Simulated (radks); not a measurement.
Polarisability of the xenon ion Xe6+, [Kr] 4d10 5s2, at imaginary frequency. Method: non-relativistic Kohn-Sham, LB94 model potential, spin-polarised, spherical densities, point nucleus; relativity is left out, which matters for an element this heavy; computed with a radial shooting solver on a logarithmic mesh with Libxc functionals. Response by self-consistent Sternheimer equations with the Hartree and adiabatic LDA kernel.

w (hartree)  alpha1(iw) (bohr^3)  alpha2(iw) (bohr^5)
0.00266                    5.036                8.296
0.0143                     5.034                8.295
0.0360                     5.021                8.290
0.0697                     4.981                8.273
0.118                      4.880                8.231
0.186                      4.671                8.137
0.280                      4.289                7.944
0.413                      3.696                7.571
0.605                      2.937                6.893
0.892                      2.159                5.786
1.35                       1.506                4.265
2.12                       1.006                2.645
3.59                      0.5954                1.357
6.94                      0.2562               0.5391
17.5                     0.06262               0.1171

Static values: alpha1 = 5.036 bohr^3 (0.7463 angstrom^3; uncoupled 9.347), alpha2 = 8.296 bohr^5, alpha3 = 27.80 bohr^7. C6 = 15.98, C8 = 169.0, triple-dipole C9 = 53.38 atomic units. One-pole (London) frequency 4 C6 / (3 alpha1^2) = 0.840 hartree, against 3.401 for minus the highest occupied eigenvalue.
